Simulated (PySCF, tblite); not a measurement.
Isomers of C4H9NOSi, one GFN2-xTB conformer each. Single-point energies are computed at PBE0/pcSseg-1 (PySCF, gas phase, no added dispersion term), electronic only.

```json
{"SMILES": "CC(=O)[SiH]1CNC1", "GFN2-xTB relative energy (kcal/mol)": "65.7"}
{"SMILES": "CN[Si@@H]1C=CCO1", "GFN2-xTB relative energy (kcal/mol)": "0.0"}
{"SMILES": "C=C(C)[SiH2]NC=O", "GFN2-xTB relative energy (kcal/mol)": "22.2"}
```

Conformers: `[CH3:1][C:2](=[O:3])[SiH:4]1[CH2:5][NH:6][CH2:7]1` with C1–C2–Si4–C5 -56°, C2–Si4–C5–N6 91°, Si4–C5–N6–C7 23°, C5–N6–C7–Si4 -23°, C2–Si4–C7–N6 -90°; `[CH3:1][NH:2][Si@@H:3]1[CH:4]=[CH:5][CH2:6][O:7]1` with C1–N2–Si3–C4 -87°; `[CH2:1]=[C:2]([CH3:3])[SiH2:4][NH:5][CH:6]=[O:7]` with C1–C2–Si4–N5 13°, C2–Si4–N5–C6 -178°, Si4–N5–C6–O7 0°.

Task: What does PBE0/pcSseg-1 give for the same structures?

Result: 
```json
{"SMILES": "CN[Si@@H]1C=CCO1", "PBE0/pcSseg-1 E (Eh)": "-576.84368", "PBE0/pcSseg-1 (kcal/mol)": "0.0", "GFN2-xTB (kcal/mol)": "0.0", "point group": "C1"}
{"SMILES": "C=C(C)[SiH2]NC=O", "PBE0/pcSseg-1 E (Eh)": "-576.82230", "PBE0/pcSseg-1 (kcal/mol)": "13.4", "GFN2-xTB (kcal/mol)": "22.2", "point group": "C1"}
{"SMILES": "CC(=O)[SiH]1CNC1", "PBE0/pcSseg-1 E (Eh)": "-576.76459", "PBE0/pcSseg-1 (kcal/mol)": "49.6", "GFN2-xTB (kcal/mol)": "65.7", "point group": "C1"}
```

Both levels put the same isomer lowest; measured from each level's own lowest isomer, the values differ by up to 16.1 kcal/mol (CC(=O)[SiH]1CNC1: 65.7 against 49.6). As drawn, the lowest has an Si–O bond and a C=C bond outside aromatic rings, which the highest lacks; the highest has a four-membered ring and a C=O bond, which the lowest lacks.

Task: Which frontier levels, dipoles and rotational constants go with these structures?

Result: 
| SMILES | HOMO (eV, PBE0/pcSseg-1) | LUMO (eV) | dipole (D) | A, B, C (MHz) |
| --- | --- | --- | --- | --- |
| CN[Si@@H]1C=CCO1 | -6.70 | -0.02 | 1.74 | 5434, 1434, 1244 |
| C=C(C)[SiH2]NC=O | -7.68 | -0.30 | 3.66 | 5689, 1126, 960.0 |
| CC(=O)[SiH]1CNC1 | -6.57 | -1.25 | 2.86 | 3933, 1495, 1343 |

Task: What happens when harmonic zero-point energies from GFN2-xTB frequencies are added?

Result: 
```tsv
SMILES	ZPE (kcal/mol)	electronic (kcal/mol)	with ZPE (kcal/mol)
CN[Si@@H]1C=CCO1	78.6	0.0	0.0
C=C(C)[SiH2]NC=O	75.6	13.4	10.4
CC(=O)[SiH]1CNC1	77.5	49.6	48.5
```

The zero-point energies span 3.0 kcal/mol. The order is unchanged.
